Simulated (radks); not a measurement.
Results of a calculation; reference values are marked as such.
Excited configurations of Nd III: one electron is placed in a higher orbital outside [Xe] 4f3. The ground configuration is [Xe] 4f4. Level of theory: scalar-relativistic Kohn-Sham, PBE, spin-polarised, spherical densities, finite nucleus; open shells are filled with parallel spins first (spin-orbit coupling, left out, can overturn this in heavy ions); Fermi nuclear charge, rms radius 4.9123 fm (a radial shooting solver on a logarithmic mesh with Libxc functionals). Excitation = E - E(ground); binding = E(ion) - E, where the ion is the core of charge +3; n* = 3/sqrt(2 binding) in atomic units, and the quantum defect is n - n*.

5d: excitation (eV) 3.511; binding (eV) 19.867; n* 2.483; quantum defect 2.517; eigenvalue (eV) -15.518; <r> (bohr) 2.444
5f: excitation (eV) 15.278; binding (eV) 8.100; n* 3.888; quantum defect 1.112; eigenvalue (eV) -6.470; <r> (bohr) 5.634
6s: excitation (eV) 4.734; binding (eV) 18.644; n* 2.563; quantum defect 3.437; eigenvalue (eV) -15.781; <r> (bohr) 3.483
6p: excitation (eV) 8.862; binding (eV) 14.516; n* 2.904; quantum defect 3.096; eigenvalue (eV) -12.240; <r> (bohr) 4.158
6d: excitation (eV) 13.767; binding (eV) 9.611; n* 3.569; quantum defect 2.431; eigenvalue (eV) -8.100; <r> (bohr) 5.742
6f: excitation (eV) 17.929; binding (eV) 5.449; n* 4.740; quantum defect 1.260; eigenvalue (eV) -4.529; <r> (bohr) 9.641
7s: excitation (eV) 13.544; binding (eV) 9.834; n* 3.529; quantum defect 3.471; eigenvalue (eV) -8.504; <r> (bohr) 6.528
7p: excitation (eV) 15.146; binding (eV) 8.233; n* 3.857; quantum defect 3.143; eigenvalue (eV) -7.072; <r> (bohr) 7.507
7d: excitation (eV) 17.395; binding (eV) 5.984; n* 4.524; quantum defect 2.476; eigenvalue (eV) -5.101; <r> (bohr) 9.756
7f: excitation (eV) 19.530; binding (eV) 3.848; n* 5.641; quantum defect 1.359; eigenvalue (eV) -3.289; <r> (bohr) 14.62

The Delta-SCF ionisation energy is 23.378 eV (NIST Atomic Spectra Database: 22.09 eV, semi-empirical). Self-interaction in the functional shifts the binding energies and quantum defects, so they are the method's values and not measured ones. Open shells are spherical and high-spin; term and fine-structure splittings are not resolved. Spin-orbit splitting is averaged out at the scalar-relativistic level.
